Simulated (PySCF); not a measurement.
**Electronic structure of Os (osmium, neutral) at the PBE0 level**

Configuration: [Xe] 4f14 5d8, high-spin 3F determinant (an excited configuration). All numbers are calculated (PySCF 2.14, the spin-free X2C one-electron Hamiltonian (Gaussian nucleus), in x2c-TZVPPall with one added diffuse shell each of s, p, d, f type (12s8p8d4f1g, 113 functions)).

* Total energy: -17255.11 hartree
* One-electron energy: -23672.92 hartree
* Hartree (Coulomb) energy: 6762.48 hartree
* Exchange-correlation energy: -344.67 hartree
* ⟨S²⟩: 2.0037
* ⟨L²⟩: 12.025
* Sum of ⟨r⟩: 45.08 bohr
* Sum of ⟨r²⟩: 61.38 bohr²
* Langevin diamagnetic susceptibility: -48.6 ×10⁻⁶ cm³/mol
* Time after the integrals: about 7 core-seconds

```csv
shell,electrons,mean orbital energy (eV),spread (eV),"rms radius, mean of both spins (bohr)"
1s β,1,-73773.3,0,0.0201
1s α,1,-73773.3,0,0.0201
2s α,1,-12881.5,0,0.0810
2s β,1,-12881.4,0,0.0810
2p α,3,-11258.5,0,0.0738
2p β,3,-11258.4,0,0.0738
3s α,1,-3012.1,0,0.207
3s β,1,-3012.1,0,0.207
3p α,3,-2531.0,0,0.209
3p β,3,-2530.9,0,0.209
3d α,5,-1972.8,0.074,0.191
3d β,5,-1972.8,0.058,0.191
4s α,1,-640.93,0,0.459
4s β,1,-640.81,0,0.459
4p α,3,-481.50,0,0.489
4p β,3,-481.38,0,0.489
4d α,5,-277.62,0.197,0.526
4d β,5,-277.46,0.060,0.526
5s α,1,-91.590,0,1.08
5s β,1,-90.475,0,1.08
4f α,7,-52.710,0.299,0.619
4f β,7,-52.510,0.029,0.619
5p α,3,-50.631,0,1.26
5p β,3,-49.063,0,1.26
5d α,5,-5.030,0.671,2.20
5d β,3,-4.018,0,2.20
```

Spin-orbit coupling, absent here, splits the open shell strongly.

Densities and radii are taken from the X2C orbitals without a picture-change correction, which distorts them close to the nucleus.
